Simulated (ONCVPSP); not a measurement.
# Reading a pseudo-wave (chromium (Cr))

Columns: radius, all-electron u(r) and pseudo u(r) of the 3d shell (level -2.91 eV) of chromium in the configuration [Ne] 3s2 3p6 3d5 4s1; PBE, scalar-relativistic, ONCV scheme, ONCVPSP 4.0.1.

```
r (bohr)  all-electron  pseudo
   0.108        0.0540  0.0048
   0.215        0.2189  0.0361
   0.322        0.4094  0.1116
   0.430        0.5718  0.2362
   0.538        0.6882  0.3972
   0.645        0.7597  0.5688
   0.752        0.7941  0.7248
   0.860        0.8013  0.8427
   0.968        0.7896  0.9072
   1.075        0.7662  0.9175
   1.182        0.7360  0.8837
   1.290        0.7019  0.8210
   1.398        0.6663  0.7469
   1.505        0.6310  0.6765
   1.612        0.5965  0.6171
   1.720        0.5630  0.5699
   1.828        0.5311  0.5326
   1.935        0.5012  0.5014
   2.042        0.4731  0.4731
   2.150        0.4464  0.4464
   2.258        0.4214  0.4214
   2.365        0.3983  0.3983
   2.472        0.3765  0.3765
   2.580        0.3559  0.3559
   2.688        0.3366  0.3366
   2.795        0.3186  0.3186
```

How many radial nodes do the two functions have?

The all-electron 3d function has n − l − 1 = 0; the pseudo-wave has 0.

At about which radius was the pseudo-wave matched?

2.15 bohr. The columns agree to 0.0005 from 1.94 bohr on; several derivatives are matched, so the curves merge somewhat inside the radius.

Is the pseudo-wave norm-conserving?

Yes: the ONCV scheme keeps the norm inside the radius equal to the all-electron one, which fixes the energy derivative of the logarithmic derivative at the level.
